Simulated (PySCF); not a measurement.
**`N[Si](O)(O[SiH3])O[SiH3]`: 4 charge schemes on one density**

Species: H9NO3Si3.
Structure used (GFN2-xTB), in Å, numbered top down from 1:
```xyz
16
H9NO3Si3 angstrom
N     -0.394   -2.116   -1.079
Si     0.017   -0.506   -0.639
O      0.467    0.352   -1.937
O      1.263   -0.411    0.388
Si     2.089    0.513    1.431
O     -1.322    0.109    0.035
Si    -1.955    1.013    1.214
H     -0.844   -2.687   -0.384
H      0.313   -2.653   -1.554
H     -0.155    0.454   -2.651
H      1.225    0.809    2.578
H      2.521    1.747    0.777
H      3.209   -0.358    1.788
H     -1.292    2.318    1.252
H     -3.356    1.109    0.810
H     -1.793    0.316    2.492
```

Density: PBE0/pcSseg-1 (PySCF); schemes: Mulliken, IAO, Hirshfeld and ESP-fitted. Isolated species at its GFN2-xTB geometry (one conformer only).

Task: For which atoms does the sign change between the 4 schemes (beyond +0.03 e in one, beyond −0.03 e in another)?

Result: For none.

Task: Which atoms carry the highest charge in the Mulliken, IAO, Hirshfeld and ESP-fitted schemes?

Result: All schemes agree: Mulliken Si2 (+1.280); IAO Si2 (+1.636); Hirshfeld Si2 (+0.546); ESP-fitted Si2 (+1.271).

Task: Which atoms carry the lowest charge in the Mulliken, IAO, Hirshfeld and ESP-fitted schemes?

Result: The schemes don't all agree: Mulliken O6 (-0.736); IAO O4 and O6 (-0.891); Hirshfeld N1 (-0.331); ESP-fitted N1 (-1.159).

Task: What partial charge does each atom carry?

Result: In e:

| atom | environment | Mulliken | IAO | Hirshfeld | ESP-fitted |
| --- | --- | --- | --- | --- | --- |
| N1 | silicon-bound nitrogen | -0.621 | -0.864 | -0.331 | -1.159 |
| Si2 | oxygen-bound silicon | +1.280 | +1.636 | +0.546 | +1.271 |
| O3 | silanol oxygen | -0.541 | -0.796 | -0.315 | -0.726 |
| O4 | siloxane oxygen | -0.727 | -0.891 | -0.310 | -0.584 |
| Si5 | oxygen-bound silicon | +0.715 | +0.887 | +0.392 | +0.642 |
| O6 | siloxane oxygen | -0.736 | -0.891 | -0.310 | -0.542 |
| Si7 | oxygen-bound silicon | +0.699 | +0.884 | +0.388 | +0.583 |
| H8 | N–H hydrogen | +0.192 | +0.269 | +0.119 | +0.412 |
| H9 | N–H hydrogen | +0.193 | +0.266 | +0.119 | +0.414 |
| H10 | hydroxyl hydrogen | +0.248 | +0.373 | +0.181 | +0.428 |
| H11 | Si–H hydrogen | -0.123 | -0.154 | -0.081 | -0.145 |
| H12 | Si–H hydrogen | -0.110 | -0.145 | -0.077 | -0.119 |
| H13 | Si–H hydrogen | -0.119 | -0.137 | -0.080 | -0.122 |
| H14 | Si–H hydrogen | -0.117 | -0.151 | -0.080 | -0.126 |
| H15 | Si–H hydrogen | -0.116 | -0.137 | -0.081 | -0.116 |
| H16 | Si–H hydrogen | -0.118 | -0.150 | -0.082 | -0.111 |

Mean size of the charges over all atoms: IAO 0.540 e, ESP-fitted 0.469 e, Mulliken 0.416 e, Hirshfeld 0.218 e. Each set sums to the total charge, 0, to within 0.001 e. The IAO scheme projects the occupied orbitals on a minimal set of polarised atomic orbitals and counts the electrons in each atom's part of it. The Hirshfeld scheme divides the density at each point in proportion to the densities of the neutral, spherically averaged free atoms.

Task: How many electrons does the ESP-fitted scheme count on O3?

Result: Z − q = 8 − (-0.726) = 8.726.

Task: How closely do the schemes follow one another over all atoms?

Result: Correlation coefficient and root-mean-square difference: Mulliken with IAO 1.00, 0.158 e; IAO with Hirshfeld 0.99, 0.432 e; Mulliken with Hirshfeld 0.99, 0.280 e; IAO with ESP-fitted 0.96, 0.200 e; Hirshfeld with ESP-fitted 0.96, 0.340 e; Mulliken with ESP-fitted 0.95, 0.182 e.

These values come from a run that also computed NMR shieldings. Hardware: an Arm Neoverse N1 with one thread (shared host). Cost: 46 s of wall time.
